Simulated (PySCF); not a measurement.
In(H)2(NEtMe) (C₃H₁₀InN), SMILES CC[N](C)[InH2].

Coordinates come from a B3LYP-D3(BJ)/def2-SVP optimisation. The def2 effective core potentials stand for the cores of In; spin–orbit coupling is left out. One conformer was computed; it need not be the lowest.

Two levels are set side by side: TDA-PBE/def2-SVPD (PySCF) and TDA-ωB97X/def2-SVPD (PySCF). Vertical, same geometry. The lowest singlet is HOMO→LUMO 92 % with PBE and HOMO→LUMO 94 % with the other functional; states are paired by order. Differences are taken from unrounded values.

```
quantity                               TDA-ωB97X  TDA-PBE  TDA-PBE minus TDA-ωB97X
-------------------------------------  ---------  -------  -----------------------
lowest singlet excitation (eV)              4.57     3.77                    -0.80
lowest triplet excitation (TDA) (eV)        3.62     2.56                    -1.06
first bright state (f over 0.05) (eV)       4.57     3.77                    -0.80
its oscillator strength                     0.15     0.17                     0.03
```

A lower first singlet is the usual sign of a functional without exact exchange. Differences between two approximate levels are no errors against the true value.

Rough cost on one machine, each run with all the roots and properties that it gave: TDA-ωB97X against TDA-PBE about 5 times.
